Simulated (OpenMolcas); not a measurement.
## Ni2+, Pd2+, Pt2+: d8 down the group

```
Program             : OpenMolcas 26.06
Method              : SS-CASPT2, IPEA 0.25 Eh, imaginary shift 0.1 Eh
Basis               : ANO-RCC-VTZP
Scalar Hamiltonian  : DKH2, point nucleus
Spin-orbit coupling : RASSI with atomic mean-field integrals over the reference wave functions, term energies averaged over their components
```

Active space for each ion: 8 electrons in 10 orbitals (d d); closed shells correlated by CASPT2: Ni2+ 3s 3p; Pd2+ 4s 4p; Pt2+ 5s 5p.

Computed levels in cm-1 above 3F4:

| Level | Ni2+ | Pd2+ | Pt2+ |
| --- | --- | --- | --- |
| 3F3 | 1335 | 3140 | 9980 |
| 3P2 | 16920 | 10440 | 15620 |
| 3P1 | 17230 | 13900 | 19200 |
| 3P0 | 17480 | 14130 | 16620 |
| 1G4 | 23650 | 18430 | 22970 |
| 1S0 | 53460 | 42290 | 49040 |
| weight of 3F in the lowest level (%) | 100 | 99 | 96 |

Mixed levels, with the weight of the term that names them: Pd2+ 3P2 (52 %), Pt2+ 3P2 (51 %).

Measured, with the error of the calculation in %. Measured levels: Ni2+ from Corliss and Sugar, J. Phys. Chem. Ref. Data 10, 197 (1981); Pd2+ from Moore, Atomic Energy Levels, vol. III, NSRDS-NBS 35 (1971 reprint of NBS Circular 467, 1958); Pt2+ from NIST levels as listed in McCann et al., Mon. Not. R. Astron. Soc. 538, 537 (2025).

```json
{"Level": "3F3", "Ni2+": "1361 (-1.9)", "Pd2+": "3230 (-2.9)", "Pt2+": "9752 (+2.4)"}
{"Level": "3P2", "Ni2+": "16662 (+1.5)", "Pd2+": "", "Pt2+": ""}
{"Level": "3P1", "Ni2+": "16978 (+1.5)", "Pd2+": "13470 (+3.2)", "Pt2+": "16782 (+14.4)"}
{"Level": "3P0", "Ni2+": "17231 (+1.5)", "Pd2+": "13699 (+3.1)", "Pt2+": "14939 (+11.2)"}
{"Level": "1G4", "Ni2+": "23109 (+2.3)", "Pd2+": "17880 (+3.1)", "Pt2+": "21331 (+7.7)"}
{"Level": "1S0", "Ni2+": "52532 (+1.8)", "Pd2+": "", "Pt2+": ""}
```

The fine-structure level 3F3 changes by a factor of 7.48 from Ni2+ to Pt2+.

Without spin-orbit coupling 3P lies 15880, 10750, 9170 cm-1 above 3F in that order; the difference to the level 3P2, of either sign, comes from spin-orbit coupling, which also lowers the zero.

Term energies are means over components that CASPT2 splits; among the terms shown or strongly mixed into the levels shown the widest spread is 710 cm-1 (4d8 1G, Pd2+). Active for correlation alone: 4d; no level in the range computed is led by a configuration that fills it, so any true level of that kind is missing (holds for Ni2+). Active for correlation alone: 5d; no level in the range computed is led by a configuration that fills it, so any true level of that kind is missing (holds for Pd2+). Active for correlation alone: 6d; no level in the range computed is led by a configuration that fills it, so any true level of that kind is missing (holds for Pt2+). Computed and measured levels are paired by configuration, term and J; levels that our copy of the source lacks, or whose pairing is in doubt (as where it misses far off the trend of its configuration), stay unpaired and out of the deviations. Only configurations of the active space appear.
